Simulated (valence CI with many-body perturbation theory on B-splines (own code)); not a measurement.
## E1 transitions of O+

Computed by valence CI with perturbative core correlation (CI+MBPT): five valence electrons over a frozen Dirac-Fock core [He], radial functions for each j: 9 s, 9 p, 8 d, 6 f, 3 g, 1 h, with the one-electron correlation potential Σ1, the two-electron term Σ2, the three-electron term Σ3, Breit, model QED; selected CI, second order for the rest, scaled by the run's own slope (own B-spline code, finite nucleus).

Set against measurement, 59 paired levels are off by 111 cm⁻¹ on average, the worst by 352. These come from a selection out of the NIST Handbook of Basic Atomic Spectroscopic Data. Levels without a partner in it may be off by more. Among the levels kept, up to 1700 cm⁻¹ of a level comes from second order outside the variational space, and about a tenth of that is noise between levels of different J, which matters for small intervals.

Lines 101 to 150 of 294 in falling wavelength, among levels below 242188 cm⁻¹, chosen from the strongest by gf and those to the six lowest levels. Wavelengths and rates use the calculated energies, so an error of 100 cm⁻¹ moves a line at 3836 Å by 0.38 % and its rate by three times that or more. Electric multipoles are in the length gauge, E1 and E2 with the static RPA response of the core. Weak lines are less certain than strong ones. Lines between different terms over intervals too small for the method are left out, as are lines whose strength nearly cancels. Where a level lies close to another of its J and parity, the split of strength between their lines is uncertain. The highest levels of a list are the least certain.

Letters in brackets count levels of one name in rising energy.

| λ vac (Å) | λ from measured levels | Upper | Lower | A (s⁻¹) | S (a.u.) |
| --- | --- | --- | --- | --- | --- |
| 3836 | 3844 | 2s2.2p2.3d 4D_3/2 | 2s2.2p2.3p 4D°_1/2 | 8.12e+06 | 9.05e-01 |
| 3835 | 3845 | 2s2.2p2.3d 2F_5/2 | 2s2.2p2.3p 4D°_3/2 | 2.67e+06 | 4.46e-01 |
| 3828 |  | 2s2.2p2.4s 2P_1/2 | 2s2.2p2.3p 2P°_1/2 [a] | 2.74e+07 | 1.52e+00 |
| 3807 |  | 2s2.2p2.4s 2P_3/2 | 2s2.2p2.3p 2P°_3/2 [a] | 3.61e+07 | 3.94e+00 |
| 3797 |  | 2s2.2p2.4s 2P_3/2 | 2s2.2p2.3p 2P°_1/2 [a] | 7.79e+06 | 8.42e-01 |
| 3782 | 3778 | 2s2.2p2.4s 4P_1/2 | 2s2.2p2.3p 4S°_3/2 | 3.65e+07 | 1.95e+00 |
| 3764 | 3764 | 2s2.2p2.4s 4P_3/2 | 2s2.2p2.3p 4S°_3/2 | 3.78e+07 | 3.98e+00 |
| 3753 | 3751 | 2s2.2p2.3p 4S°_3/2 | 2s2.2p2.3s 4P_5/2 | 8.87e+07 | 9.26e+00 |
| 3742 | 3741 | 2s2.2p2.4s 4P_5/2 | 2s2.2p2.3p 4S°_3/2 | 4.00e+07 | 6.20e+00 |
| 3731 | 3728 | 2s2.2p2.3p 4S°_3/2 | 2s2.2p2.3s 4P_3/2 | 5.60e+07 | 5.74e+00 |
| 3714 | 3714 | 2s2.2p2.3p 4S°_3/2 | 2s2.2p2.3s 4P_1/2 | 2.71e+07 | 2.74e+00 |
| 3475 |  | 2s2.2p2.4s 2P_1/2 | 2s2.2p2.3p 2D°_3/2 [a] | 1.30e+08 | 5.40e+00 |
| 3472 |  | 2s2.2p2.4s 2P_3/2 | 2s2.2p2.3p 2D°_5/2 [a] | 1.17e+08 | 9.69e+00 |
| 3450 |  | 2s2.2p2.4s 2P_3/2 | 2s2.2p2.3p 2D°_3/2 [a] | 1.25e+07 | 1.02e+00 |
| 3381 | 3391 | 2s2.2p2.3d 2P_3/2 | 2s2.2p2.3p 2S°_1/2 | 1.26e+08 | 9.63e+00 |
| 3370 | 3378 | 2s2.2p2.3d 2P_1/2 | 2s2.2p2.3p 2S°_1/2 | 1.22e+08 | 4.62e+00 |
| 3312 | 3307 | 2s2.2p2.4s 4P_1/2 | 2s2.2p2.3p 4P°_3/2 | 5.37e+07 | 1.92e+00 |
| 3308 | 3306 | 2s2.2p2.4s 4P_3/2 | 2s2.2p2.3p 4P°_5/2 | 2.62e+07 | 1.88e+00 |
| 3298 | 3296 | 2s2.2p2.4s 4P_3/2 | 2s2.2p2.3p 4P°_3/2 | 1.17e+07 | 8.28e-01 |
| 3292 | 3291 | 2s2.2p2.4s 4P_3/2 | 2s2.2p2.3p 4P°_1/2 | 2.88e+07 | 2.03e+00 |
| 3291 | 3288 | 2s2.2p2.4s 4P_5/2 | 2s2.2p2.3p 4P°_5/2 | 5.08e+07 | 5.37e+00 |
| 3281 | 3279 | 2s2.2p2.4s 4P_5/2 | 2s2.2p2.3p 4P°_3/2 | 1.98e+07 | 2.07e+00 |
| 3146 | 3141 | 2s2.2p2.4s 4P_1/2 | 2s2.2p2.3p 4D°_3/2 | 7.96e+07 | 2.44e+00 |
| 3142 | 3139 | 2s2.2p2.4s 4P_3/2 | 2s2.2p2.3p 4D°_5/2 | 9.83e+07 | 6.02e+00 |
| 3140 | 3135 | 2s2.2p2.4s 4P_1/2 | 2s2.2p2.3p 4D°_1/2 | 7.68e+07 | 2.35e+00 |
| 3138 | 3136 | 2s2.2p2.4s 4P_5/2 | 2s2.2p2.3p 4D°_7/2 | 1.20e+08 | 1.10e+01 |
| 3133 | 3130 | 2s2.2p2.4s 4P_3/2 | 2s2.2p2.3p 4D°_3/2 | 4.61e+07 | 2.80e+00 |
| 3127 | 3125 | 2s2.2p2.4s 4P_3/2 | 2s2.2p2.3p 4D°_1/2 | 6.90e+06 | 4.16e-01 |
| 3127 | 3123 | 2s2.2p2.4s 4P_5/2 | 2s2.2p2.3p 4D°_5/2 | 2.40e+07 | 2.17e+00 |
| 2747 |  | 2s2.2p2.4s 2P_1/2 | 2s2.2p2.3p 2S°_1/2 | 5.94e+07 | 1.22e+00 |
| 2731 |  | 2s2.2p2.4s 2P_3/2 | 2s2.2p2.3p 2S°_1/2 | 5.68e+07 | 2.28e+00 |
| 2437 | 2446 | 2s2.2p2.3p 2D°_5/2 [b] | 2s2.2p2.3s 2P_3/2 | 4.50e+07 | 1.93e+00 |
| 2424 | 2434 | 2s2.2p2.3p 2D°_3/2 [b] | 2s2.2p2.3s 2P_1/2 | 3.80e+07 | 1.07e+00 |
| 2291 | 2301 | 2s2.2p2.3p 2P°_3/2 [b] | 2s2.2p2.3s 2P_3/2 | 3.58e+07 | 8.50e-01 |
| 2284 | 2294 | 2s2.2p2.3p 2P°_1/2 [b] | 2s2.2p2.3s 2P_1/2 | 2.79e+07 | 3.28e-01 |
| 1598 | 1594 | 2s2.2p2.3p 2F°_5/2 | 2s.2p4 2D_3/2 | 1.98e+07 | 2.39e-01 |
| 1598 | 1593 | 2s2.2p2.3p 2F°_7/2 | 2s.2p4 2D_5/2 | 2.15e+07 | 3.46e-01 |
| 1507 | 1504 | 2s2.2p2.3p 2P°_1/2 [b] | 2s.2p4 2D_3/2 | 5.27e+07 | 1.78e-01 |
| 1506 | 1503 | 2s2.2p2.3p 2P°_3/2 [b] | 2s.2p4 2D_5/2 | 4.83e+07 | 3.26e-01 |
| 1263 | 1260 | 2s.2p4 4P_5/2 | 2s2.2p3 2P°_3/2 | 2.13e+03 | 1.27e-05 |
| 1260 | 1257 | 2s.2p4 4P_3/2 | 2s2.2p3 2P°_3/2 | 2.79e+03 | 1.10e-05 |
| 1259 | 1256 | 2s.2p4 4P_1/2 | 2s2.2p3 2P°_1/2 | 1.09e+03 | 2.15e-06 |
| 1152 | 1150 | 2s2.2p2.3p 4D°_3/2 | 2s.2p4 4P_5/2 | 1.13e+05 | 3.41e-04 |
| 1151 | 1149 | 2s2.2p2.3p 4D°_5/2 | 2s.2p4 4P_5/2 | 1.04e+06 | 4.68e-03 |
| 1149 | 1147 | 2s2.2p2.3p 4D°_7/2 | 2s.2p4 4P_5/2 | 5.19e+06 | 3.11e-02 |
| 1131 | 1129 | 2s2.2p2.3p 4P°_3/2 | 2s.2p4 4P_5/2 | 2.11e+07 | 6.04e-02 |
| 1130 | 1128 | 2s2.2p2.3p 4P°_5/2 | 2s.2p4 4P_5/2 | 3.16e+07 | 1.35e-01 |
| 1092 | 1091 | 2s2.2p2.3p 2D°_3/2 [a] | 2s.2p4 4P_5/2 | 1.90e+03 | 4.88e-06 |
| 1090 | 1088 | 2s2.2p2.3p 2D°_5/2 [a] | 2s.2p4 4P_5/2 | 1.77e+04 | 6.78e-05 |
| 1085 | 1083 | 2s2.2p2.3p 4S°_3/2 | 2s.2p4 4P_5/2 | 1.91e+07 | 4.83e-02 |
